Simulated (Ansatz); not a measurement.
`O[SiH2]I` + `S[SiH](Cl)Cl` → `O[SiH2]S[SiH](Cl)Cl` + HI  (ligand exchange at the Si–I bond)

Gas-phase electronic energies from Ansatz, PBE0-D4/def2-TZVP geometries. CBS: MP2 limit from def2 TZ/QZ plus the TZ coupled-cluster correction, frozen cores. Functionals use def2-TZVPP. def2 core potentials past Kr. For I outer-core shells are correlated without core-valence functions, which leaves a few kJ/mol of doubt a bond. One conformer a species, not always the lowest.

```
             level  ΔE (kJ/mol)
            PBE-D4          9.4
           PBE0-D4         11.2
           ωB97M-V         10.5
            r2SCAN         13.7
    MP2/def2-TZVPP         11.8
   CCSD/def2-TZVPP         12.4
CCSD(T)/def2-TZVPP          9.3
     HF/def2-QZVPP         28.9
```

(1) What does CCSD(T)/CBS give? (Estimate.)

Largest T1 diagnostic among the species: 0.011.

Results:

(1) Computed: +13.6 kJ/mol. The listed levels differ from it by -4.2, -2.4, -3.1, 0.1, -1.8, -1.2, -4.3, 15.3 kJ/mol.

In def2-TZVPP, CCSD(T) changes the Hartree–Fock value by −19.2 kJ/mol (the triples alone add −3.1 kJ/mol) and MP2 by −16.6 kJ/mol. The D4 term adds −10.9 kJ/mol with B3LYP and −6.3 kJ/mol with PBE0; it sums over pairs of atoms, weighted by their polarisabilities, and B3LYP, whose exchange is more repulsive, gets the larger term.

B3LYP here is the variant with VWN-RPA as its local correlation; programs differ in this.
